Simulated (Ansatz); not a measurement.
Ansatz results at the PBE0-D4/def2-TZVP geometry: size of the dipole moment (PBE/def2-TZVPP) 5.19 D; size of the dipole moment (B3LYP/def2-TZVPP) 5.71 D; size of the dipole moment (ωB97M-V/def2-TZVPP) 5.99 D.

Each molecule was computed in one conformer, which needn't be the lowest.

(1) Which molecule gave them?
A. `[SnH3]`•
B. `[F][Sb][SiH3]`•
C. `Cl[Si](Cl)[SeH]`•
D. `[CH2][N](C)[GaH][F]`•

## Answers

(1) D. The others give `[F][Sb][SiH3]`•: 2.09, 2.33, 2.36; `Cl[Si](Cl)[SeH]`•: 1.16, 1.24, 1.24; `[SnH3]`•: 0.27, 0.35, 0.36.

B3LYP here is the variant with VWN-RPA as its local correlation; programs differ in this.
